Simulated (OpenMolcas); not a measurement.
Ionisation energies of tungsten

```
Program             : OpenMolcas
Basis               : ANO-RCC [11s10p9d8f4g2h]
Scalar Hamiltonian  : DKH2, point nucleus
Spin-orbit coupling : state interaction with AMFI integrals over the reference wave functions, term energies averaged over their components
```

Active shells in each charge state: the valence d, s shells, with orbitals averaged over the low states. Where CASPT2's correlated closed shells are named, they are those of the first ion.

A. CASSCF
B. SS-CASPT2, IPEA 0.25 Eh, imaginary shift 0.1 Eh (closed shells correlated: 5s 5p)
C. SS-CASPT2, IPEA 0.25 Eh, imaginary shift 0.1 Eh (closed shells correlated: 4f 5s 5p)
D. SS-CASPT2, IPEA 0 Eh, imaginary shift 0.1 Eh (closed shells correlated: 5s 5p)

Energies in eV between the lowest computed levels, named as in B; reference values from the NIST Atomic Spectra Database with their kind.

```csv
From,To,A,B,C,D,Spin-orbit share in B,Reference
W 5d4 6s2 5D0,W+ 5d4 6s 6D 1/2,6.542,7.556,7.596,7.843,-0.461,7.864 (measured)
W+ 5d4 6s 6D 1/2,W2+ 5d4 5D0,14.721,15.631,15.776,15.747,-0.336,16.370 (semi-empirical)
```

Other lowest levels: A, W 5d5 6s 7S3 to 5d4 6s 6D 1/2.

Error against the reference values, in %:

```
From       Reference      A     B     C     D
   W        measured  -16.8  -3.9  -3.4  -0.3
  W+  semi-empirical  -10.1  -4.5  -3.6  -3.8
```

Absolute error against the one measured value: A 1.32 eV, B 0.31 eV, C 0.27 eV, D 0.02 eV. D lies closest.

The lowest level within the active space need not be the ion's true ground level.
